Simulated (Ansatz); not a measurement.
Z-matrix (Å, degrees):
```
Al
F 1 1.798
F 1 1.628 2 110.9
F 1 1.798 2 80.9 3 -109.1
F 1 1.628 2 110.9 3 141.9
Al 1 2.736 2 40.5 3 -109.1
F 6 1.628 1 118.0 2 90.0
F 6 1.628 1 118.0 2 -90.0
```

The species carries charge 0 and has multiplicity 1.

**Question.** List the PBE/def2-TZVPP orbital energies in eV (Ansatz). (An estimate is asked.)

**Answer.** The calculation gave: Occupied: -1508.78, -1508.78, -662.17, -662.17, -659.84, -659.84, -659.84, -659.84, -108.98, -108.98, -71.01, -71.01, -70.96, -70.94, -70.87, -70.87, -32.10, -31.35, -29.33, -29.30, -29.12, -29.12, -14.65, -14.48, -13.89, -13.00, -12.17, -11.95, -11.85, -11.62, -11.14, -11.00, -10.44, -10.43, -10.35, -10.28, -10.13, -10.05, -9.94, -9.89. Lowest empty: -2.12, -0.69, -0.26, 0.70, 0.89, 1.31, 2.45, 2.86.
